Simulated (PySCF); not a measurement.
Si(Cl)(F)(SeH)2 (ClFH2Se2Si), SMILES F[Si](Cl)([SeH])[SeH]. Heavy atoms are numbered as in [F:1][Si:2]([Cl:3])([SeH:4])[SeH:5]. Hydrogens are named by the atom that carries them.

Coordinates come from a ωB97X-D3(BJ)/def2-SVP optimisation. Other conformers were not sampled.

Method: r2SCAN/def2-TZVP (PySCF).

Atomic charges (e), one atom of each kind:

```json
[
 {"atom": "F1", "meta-Löwdin": "-0.49", "Mulliken": "-0.30"},
 {"atom": "Si2", "meta-Löwdin": "?", "Mulliken": "0.63"},
 {"atom": "Cl3", "meta-Löwdin": "?", "Mulliken": "-0.21"},
 {"atom": "Se4 (SeH)", "meta-Löwdin": "-0.21", "Mulliken": "-0.21"},
 {"atom": "H on Se4", "meta-Löwdin": "?", "Mulliken": "0.14"}
]
```

Q: Complete the blanks. (The exact figures need the calculation; the answer reports its results.)

A: 
- Si2, meta-Löwdin: 0.99
- Cl3, meta-Löwdin: -0.27
- H on Se4, meta-Löwdin: 0.09

Computed Mayer and Wiberg (Löwdin basis) orders of the bonds:
| bond | Mayer | Wiberg |
|---|---|---|
| F1–Si2 | 1.11 | 1.70 |
| Si2–Cl3 | 1.18 | 1.85 |
| Si2–Se4 | 1.18 | 1.63 |
| Si2–Se5 | 1.20 | 1.65 |
